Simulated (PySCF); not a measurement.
# Reading the logs of faulty runs: Al2CH6N

All numbers below are calculated, not measured. The program is PySCF 2.14.0, an open-source quantum chemistry code, run on an isolated molecule that a program drew, which may never have been made. The molecule is Al2CH6N (charge 0, doublet), drawn as the SMILES string `[CH3][AlH][Al][NH2]`.

Each row is a Hartree-Fock (HF) and frozen-core CCSD(T) single point in the cc-pV(D+d)Z basis, meant for a local HF minimum. Run 1 is clean. Each other run has one planted mistake out of seven kinds, and not every kind appears here: one electron removed, one electron added, multiplicity raised by two, geometry at a saddle point, minimal basis STO-3G, one bond length entered in bohr, all coordinates scaled. The reference is restricted for singlets and unrestricted otherwise, and also for a bond in bohr. Adding or removing an electron swaps singlet and doublet. Electrons count all cores. HOMO and LUMO are orbital energies over both spins, the gradient is its largest component, and the lowest frequency (negative if imaginary) is given only where the gradient is small. Bond lengths are over the 9 bonds as drawn. T1 is the CCSD diagnostic: over 0.02 (restricted) or 0.045 (unrestricted) a single reference is doubtful.

Geometry of the clean run:
```xyz
10
Al2CH6N, angstrom
C     2.7233   -0.3034    0.7084
Al    0.7762   -0.6042    0.5572
Al   -1.0063    1.0204    1.5883
N    -1.9148    2.3032    0.7604
H     2.9953    0.7186    0.9874
H     3.2220   -0.5372   -0.2404
H     3.1540   -0.9789    1.4588
H     0.3058   -2.0476    0.0712
H    -2.5952    2.8965    1.1997
H    -1.8426    2.5486   -0.2104
```

| run | electrons | basis functions | <S^2> | HOMO (eV) | LUMO (eV) | gradient (hartree/bohr) | lowest frequency (cm^-1) | mean bond (Å) | longest bond (Å) | T1 | HF (hartree) | CCSD(T) (hartree) | mistake |
|---|---|---|---|---|---|---|---|---|---|---|---|---|---|
| 1 | 45 | 104 | 0.800 | -6.87 | 1.02 | 2.4e-05 | 54 | 1.4740 | 2.623 | 0.0198 | -579.66099 | -580.15461 | no fault |
| 2 | 46 | 104 | 0.000 | -0.17 | 5.88 | 2.6e-02 | - | 1.4740 | 2.623 | 0.0210 | -579.63861 | -580.16932 | one electron added |
| 3 | 45 | 104 | 3.757 | -5.53 | -0.94 | 1.6e-02 | - | 1.4740 | 2.623 | 0.0729 | -579.53849 | -580.00989 | multiplicity raised by two |
| 4 | 44 | 104 | 0.000 | -15.06 | -5.44 | 3.2e-02 | - | 1.4740 | 2.623 | 0.0166 | -579.43484 | -579.92317 | ? |

**Which mistake was planted in run 4, and what did it cost?**

It counts 44 electrons, one fewer than the clean run, at the same geometry and basis. So the mistake is: one electron removed. Subtracting run 1 and multiplying by 627.51 kcal/mol a hartree, the energy moved by 141.9 kcal/mol in HF and 145.2 kcal/mol in CCSD(T).

Cautions from the logs. Run 2: T1 is over the limit, so its CCSD(T) energy is less reliable; run 3: T1 is over the limit, so its CCSD(T) energy is less reliable.
